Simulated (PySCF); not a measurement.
# P18H12: Orbital levels and atomic charges

System: P18H12 (flake blue phosphorene).

Cartesian coordinates (Å):
```
  1 P     2.4430    5.1553   -0.5419
  2 P     0.7935    6.0963    0.5414
  3 P    -0.8189    5.1443   -0.5797
  4 P    -0.8019    3.2683    0.5529
  5 P     0.8337    2.3265   -0.5943
  6 P     2.4538    3.2631    0.5465
  7 P     0.8021   -3.2680   -0.5530
  8 P    -0.8335   -2.3264    0.5949
  9 P    -2.4539   -3.2625   -0.5462
 10 P    -2.4430   -5.1551    0.5420
 11 P    -0.7945   -6.0958   -0.5425
 12 P     0.8190   -5.1448    0.5785
 13 P     2.4450   -0.4787   -0.5465
 14 P     0.8187    0.4645    0.5772
 15 P    -0.8184   -0.4646   -0.5763
 16 P     2.4240   -2.3386    0.5877
 17 P    -2.4241    2.3383   -0.5873
 18 P    -2.4448    0.4786    0.5473
 19 H     3.4049    5.7214    0.3039
 20 H     0.8066    7.2151   -0.3002
 21 H    -1.8105    5.6874    0.2490
 22 H     3.4388    2.7245   -0.2935
 23 H    -3.4386   -2.7245    0.2948
 24 H    -3.4050   -5.7215   -0.3037
 25 H    -0.8066   -7.2154    0.2983
 26 H     1.8105   -5.6871   -0.2504
 27 H     3.4241    0.0876    0.2846
 28 H     3.4026   -2.9349   -0.2221
 29 H    -3.4028    2.9344    0.2223
 30 H    -3.4237   -0.0878   -0.2837
```

Method: wB97X-D/6-31G*, gas phase, PySCF, fitting set def2-universal-JFIT up to Ne and JKFIT beyond, grid level 1.

(1) Give the orbital energies near the gap.

(2) Give the partial charges of the non-hydrogen atoms.

## Answers

(1) 
| orbital | eV |
| --- | --- |
| HOMO-4 | -8.66 |
| HOMO-3 | -8.34 |
| HOMO-2 | -8.17 |
| HOMO-1 | -8.09 |
| HOMO | -8.02 |
| LUMO | 0.01 |
| LUMO+1 | 0.07 |
| LUMO+2 | 0.15 |
| LUMO+3 | 0.28 |

(2) 
```
atom  Mulliken    IAO  Hirshfeld
  P1     -0.04   0.02       0.01
  P2     -0.04   0.02       0.01
  P3     -0.03   0.02       0.01
  P4     -0.04  -0.02      -0.02
  P5     -0.03  -0.02      -0.02
  P6     -0.04   0.01       0.01
  P7     -0.05  -0.02      -0.02
  P8     -0.03  -0.02      -0.02
  P9     -0.04   0.01       0.01
 P10     -0.04   0.02       0.01
 P11     -0.04   0.02       0.01
 P12     -0.03   0.02       0.01
 P13     -0.03   0.02       0.01
 P14     -0.03  -0.02      -0.01
 P15     -0.03  -0.02      -0.01
 P16     -0.02   0.03       0.02
 P17     -0.02   0.03       0.02
 P18     -0.03   0.02       0.01
```
